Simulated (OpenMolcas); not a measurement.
An atom or ion with 41 electrons was computed by MS-CASPT2, IPEA 0.25 Eh, imaginary shift 0.1 Eh with spin-orbit coupling (OpenMolcas, ANO-RCC-VTZP, DKH2). The lowest levels that the run gave, each within 12 % of the measured value where one is at hand:

```csv
J,Parity,E (cm⁻¹),g
5/2,even,0.0,2.000
5/2,even,16970,0.578
7/2,even,17050,0.986
11/2,even,17080,1.272
9/2,even,17100,1.172
5/2,even,18360,1.517
3/2,even,18550,1.563
1/2,even,18870,2.172
7/2,even,19710,1.426
1/2,even,20040,0.494
3/2,even,20310,1.364
5/2,even,20330,1.440
```

**Question.** Which ion is it, and what are the configurations and terms?

**Answer.** Mo⁺ (Z = 42, charge +1; active space 5 electrons in 5 orbitals (4d)). J, parity and g give the terms where levels are pure, and mixed ones are named by the computed weights; the size of the splittings, set against known spectra of the 41-electron sequence, gives the charge. In order, with the measured energies in cm⁻¹ (NIST Handbook of Basic Atomic Spectroscopic Data): 4d⁵ ⁶S_5/2, 4d⁵ ⁴G_5/2 (15199), 4d⁵ ⁴G_7/2 (15331), 4d⁵ ⁴G_11/2 (15447), 4d⁵ ⁴G_9/2 (15428), 4d⁵ ⁴P_5/2 [65 %], 4d⁵ ⁴P_3/2 [68 %], 4d⁵ ⁴P_1/2, 4d⁵ ⁴D_7/2, 4d⁵ ⁴D_1/2, 4d⁵ ⁴D_3/2 [68 %], 4d⁵ ⁴D_5/2 [67 %].

CASPT2 breaks the degeneracy within a term, and the mean is taken; among the terms shown or strongly mixed into the levels shown the widest spread is 420 cm-1 (4d⁵ ⁴G). Some high roots are left out of the spin-orbit mixing, which shifts the levels that they would mix with. Configurations with an s electron lie low at this charge and mix in, so terms can be misplaced. Measured partners are found by configuration, term and J. A level has none where our copy of the source lacks it or the pairing is in doubt (some pairs that miss far off the trend of their configuration count as doubtful), and it then counts in no deviation. Levels of configurations outside the active space are missing.

A share in square brackets marks a mixed level and gives the weight of the term that names it.
